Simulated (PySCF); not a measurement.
## [BiH4]−: from a saddle point downhill

PySCF 2.14.0, RKS PBE0, Bi def2-SVP with ECP60, H def2-SVP; non-relativistic Hamiltonian with scalar-relativistic core potentials where named; density fitting; no spin-orbit coupling. Relaxed within the symmetry of its start, the geometry (Td) is

```xyz
5

Bi    0.0000    0.0000    0.0000
H     1.2120    1.2120    1.2120
H    -1.2120   -1.2120    1.2120
H     1.2120   -1.2120   -1.2120
H    -1.2120    1.2120   -1.2120
```

and its lowest harmonic modes are -576, -576, -576, 335, 335, 963 cm⁻¹ (negative: unstable). It was moved along the lowest mode and relaxed again.

(1) Where does it end, and how much lower?

(2) How do the contacts change?

No frequency check is given for the end, and other unstable modes may remain.

State: singlet.

## Answers

(1) In C2v, 1.338 eV lower, after 14 steps:
```xyz
5

Bi   -0.0296   -0.5327   -0.0033
H     0.9721    0.6025    0.9788
H    -1.5038   -0.1835    1.4935
H     1.4787   -0.2430   -1.4791
H    -0.9042    0.7626   -0.9056
```

(2) 
```json
{"contact": "Bi1–H2 (H)", "saddle (Å)": "2.099", "end (Å)": "1.805"}
{"contact": "Bi1–H3 (H)", "saddle (Å)": "2.099", "end (Å)": "2.130"}
{"contact": "Bi1–H4 (H)", "saddle (Å)": "2.099", "end (Å)": "2.130"}
{"contact": "Bi1–H5 (H)", "saddle (Å)": "2.099", "end (Å)": "1.805"}
```
